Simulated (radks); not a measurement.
Pr39+, 20 electrons, occupied as [Ar] 3d2. All-electron calculation, Dirac Kohn-Sham, BLYP, spin-unpolarised, spherical densities, finite nucleus; open shells are shared between the two j in proportion to 2j + 1; Fermi nuclear charge, rms radius 4.8919 fm. Program: a radial shooting solver on a logarithmic mesh with Libxc functionals.

Spin-orbit splittings of the eigenvalues, e(l+1/2) - e(l-1/2), with zeta = 2 splitting/(2l+1) and mean radii in bohr:

2p: occ. 6; splitting (eV) 489.3; zeta (eV) 326.2; <r> j=l-1/2 0.08534; <r> j=l+1/2 0.09147
3p: occ. 6; splitting (eV) 116.0; zeta (eV) 77.34; <r> j=l-1/2 0.2412; <r> j=l+1/2 0.2510
3d: occ. 2; splitting (eV) 27.05; zeta (eV) 10.82; <r> j=l-1/2 0.2186; <r> j=l+1/2 0.2217
4p: occ. 0; splitting (eV) 40.89; zeta (eV) 27.26; <r> j=l-1/2 0.4861; <r> j=l+1/2 0.5002
